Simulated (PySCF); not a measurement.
## From computed data to an observable: dipole moment from atomic charges

Cl2H4OSi2, SMILES Cl[SiH2]O[SiH2]Cl. Atoms are numbered in the order given.

```xyz
9

Si     1.4265     0.6412     0.6697
Cl     2.0913    -0.4669    -0.9537
O      0.0000     0.0000     1.2128
Si    -1.4265    -0.6412     0.6697
Cl    -2.0913     0.4669    -0.9537
H      1.2286     2.0400     0.2250
H      2.4204     0.5317     1.7601
H     -2.4204    -0.5317     1.7601
H     -1.2286    -2.0400     0.2250
```
Charge 0, spin multiplicity 1.

The structure is a stationary point at B3LYP-D3(BJ)/def2-SVP. One conformer was computed; it need not be the lowest.

Charges (e) from HF/def2-TZVP (PySCF):

| atom | ESP fit | IAO |
|---|---|---|
| Si1 | 0.334 | 1.226 |
| Cl2 | -0.162 | -0.372 |
| O3 | -0.250 | -0.979 |
| Si4 | 0.334 | 1.226 |
| Cl5 | -0.162 | -0.372 |
| H6 | -0.021 | -0.185 |
| H7 | -0.027 | -0.180 |
| H8 | -0.027 | -0.180 |
| H9 | -0.021 | -0.185 |

The dipole moment of the full density is 1.67 D.

Q: What dipole moment does each set of point charges give, and which comes closer to that of the density?

A: 
μ = Σ q r, and 1 e Å = 4.8032 D.
ESP fit: Σ q r = (0.000, 0.000, 0.349) e Å, |μ| = 1.67 D.
IAO: Σ q r = (0.000, 0.000, 0.447) e Å, |μ| = 2.15 D.
ESP fit comes closer in size. Point charges leave out the atoms' own dipoles (lone pairs, polarised bonds); fits to the potential absorb them, partitions of the density don't.
